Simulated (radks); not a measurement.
The numbers below are computed, except where a source is named.
Spin polarisation of the 6s1 shell in the lutetium ion Lu2+. Start: [Xe] 4f14 6s(up 0.5, down 0.5); electrons of 6s are moved from spin down to spin up, other shells keep equal spins. Code: a radial shooting solver on a logarithmic mesh with Libxc functionals. Model: scalar-relativistic Kohn-Sham, PBE, spin-polarised, spherical densities, finite nucleus; Fermi nuclear charge, rms radius of each element as measured or else 0.836 A^(1/3) + 0.57 fm.

moment (Bohr magnetons)  E - E(0) (eV)  e(6s up) (eV)  e(6s down) (eV)  4f down minus up (eV)  5p down minus up (eV)
0                                0.000        -17.584          -17.584                  0.000                 0.000
0.25                            -0.014        -17.694          -17.476                  0.011                  0.048
0.5                             -0.054        -17.803          -17.371                  0.023                  0.096
0.75                            -0.122        -17.907          -17.254                  0.034                  0.144
1                               -0.224        -18.005          -16.912                  0.045                  0.192

At moment 1 the spin-polarisation energy is -0.224 eV and the 6s exchange splitting 1.093 eV, that is 1.093 eV per Bohr magneton; E = -I m^2/4 would give I = 0.896 eV.
